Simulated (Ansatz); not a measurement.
`C=C(CC)C(=O)O` → `CC1(C)COC1=O`  (isomerisation)

Isolated molecules relaxed with PBE0-D4/def2-TZVP in Ansatz; ΔE leaves out vibrations. CCSD(T)/CBS adds triple-zeta CCSD(T) − MP2 to the extrapolated MP2 energy (def2 sets, frozen cores). Functionals use def2-TZVPP. HSE06 is defined as in plane-wave codes. One conformer a species, not always the lowest.

```tsv
level	ΔE (kcal/mol)	difference from CCSD(T)/CBS
BLYP-D4	10.0	2.3
r2SCAN-D4	6.8	-0.9
PBE0-D4	4.8	-2.9
r2SCANh-D4	6.6	-1.1
CAM-B3LYP-D4	7.7	0.0
ωB97X-V	3.8	-3.9
PBE	5.6	-2.1
revPBE	5.9	-1.8
PBE0	5.0	-2.7
HSE06	5.0	-2.7
LC-ωPBE	1.5	-6.2
CCSD/def2-SVP	7.5	-0.2
HF/def2-TZVPP	10.7	3.0
HF/def2-QZVPP	10.7	3.0
MP2/def2-QZVPP	6.4	-1.3
HF/CBS(def2)	10.7	3.0
CCSD(T)/CBS	7.7	0
```

Largest T1 diagnostic among the species: 0.014.

Leaving LDA and LC-ωPBE aside and taking each functional with its dispersion term where it has one, the values spread over 6.2 kcal/mol, from ωB97X-V to BLYP-D4. LDA lies −2.1 kcal/mol from PBE without D4. From BLYP to BHLYP (50 % exact exchange), in def2-TZVPP and without D4, ΔE moves by −1.3 kcal/mol. In def2-TZVPP, CCSD(T) changes the Hartree–Fock value by −4.0 kcal/mol (the triples alone add −0.1 kcal/mol) and MP2 by −4.8 kcal/mol.
